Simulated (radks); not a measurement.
All-electron atom: K XV in 1s1 2s2 2p2 (not the ground configuration). Method: scalar-relativistic Kohn-Sham, r2SCAN, spin-polarised, spherical densities, finite nucleus; open shells are filled with parallel spins first; meta-GGA in the generalised Kohn-Sham scheme; Fermi nuclear charge, rms radius 3.4349 fm; computed with a radial shooting solver on a logarithmic mesh with Libxc functionals.

Normalised radial functions P(r) = r R(r), r in bohr:

| r | 2s up |
|---|---|
| 0.005221 | 0.2619 |
| 0.006326 | 0.3099 |
| 0.007665 | 0.3650 |
| 0.009287 | 0.4274 |
| 0.01125 | 0.4969 |
| 0.01363 | 0.5725 |
| 0.01665 | 0.6558 |
| 0.02018 | 0.7364 |
| 0.02445 | 0.8122 |
| 0.02963 | 0.8753 |
| 0.0359 | 0.9150 |
| 0.04349 | 0.9176 |
| 0.0527 | 0.8670 |
| 0.06437 | 0.7395 |
| 0.07799 | 0.5303 |
| 0.0945 | 0.2284 |
| 0.1145 | -0.1611 |
| 0.1387 | -0.6131 |
| 0.1681 | -1.0776 |
| 0.2053 | -1.4985 |
| 0.2488 | -1.7614 |
| 0.3015 | -1.8230 |
| 0.3653 | -1.6644 |
| 0.4426 | -1.3283 |
| 0.5363 | -0.9110 |
| 0.655 | -0.5098 |
| 0.7936 | -0.2360 |
| 0.9616 | -0.0853 |
| 1.165 | -0.0229 |

2s up: eigenvalue -904.99 eV, 1 radial node at r = 0.106 bohr, <r> = 0.337 bohr, 90 % of the charge inside 0.517 bohr.
